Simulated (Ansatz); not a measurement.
All numbers were calculated with Ansatz.

A structure relaxed at PBE0-D4/def2-TZVP, charge 0, multiplicity 1:

Cartesian coordinates in Å:
```
B 0.693 0.674 1.023
C -0.596 -0.025 0.536
B -0.473 -0.151 -1.037
O 0.390 -0.973 -1.676
F -1.245 0.595 -1.819
H 1.714 0.051 1.115
H 0.720 1.846 1.258
H -1.514 0.512 0.772
H -0.643 -1.055 0.911
H 0.954 -1.474 -1.083
```

(1) Give its formula and SMILES.

(2) Summarise the bond lengths by kind.

Results:

(1) CH5B2FO, `BCB(O)F`.

(2) 2 × B–C 1.544 to 1.583 Å; 2 × B–H 1.196 to 1.200 Å; 2 × C–H 1.090 to 1.097 Å; 1 × B–O 1.352 Å; 1 × B–F 1.328 Å; 1 × H–O 0.959 Å.
